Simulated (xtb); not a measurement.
xtb was given this input:
```
$ xtb mol.xyz --gfn 1 --chrg 1 --uhf 1 --gbsa chcl3 --json

# file mol.xyz
3

S     -0.00036152    -0.00213359     0.10390253
H     -0.03847239     1.00861520    -0.81100328
H      0.04425671    -0.97447779    -0.85143727
```

Problem. What does this run give for the partial charges in atom order, total energy?

Solution. 
The partial charges in atom order is S1 0.24, H2 0.38, H3 0.38. The total energy is -4.2674 Eh.
